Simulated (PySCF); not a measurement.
Trend along group 11: MCl molecules

PBE0 with double-zeta basis sets in PySCF, for the lowest determinant that a PBE0 search found; no spin–orbit coupling. De refers to high-spin ground-configuration atoms. A positive dipole means M(−)Cl(+).

| M | basis | state (unpaired electrons) | Re (Å) | ωe (cm⁻¹) | De (eV) | μ (D) |
| --- | --- | --- | --- | --- | --- | --- |
| Cu | cc-pVDZ-PP/cc-pV(D+d)Z | singlet (closed shell) | 2.053 | 424 | 3.78 | -4.87 |
| Au | cc-pVDZ-PP/cc-pV(D+d)Z | singlet (closed shell) | 2.231 | 369 | 2.81 | -3.77 |

**Question.** The row for M = Ag is missing. Estimate Re, ωe and De as the mean of the rows for Cu and Au, and compare with the calculation.

**Answer.** The means are 2.142 Å, 396 cm⁻¹ and 3.29 eV. PBE0 in cc-pVDZ-PP/cc-pV(D+d)Z gives AgCl as a singlet (closed shell) with Re = 2.288 Å, ωe = 340 cm⁻¹, De = 3.09 eV, so the estimate is off by -14.6 pm, +16 % and +0.21 eV.

These are scalar-relativistic numbers at best; spin–orbit coupling would shift them, the dissociation energy most.
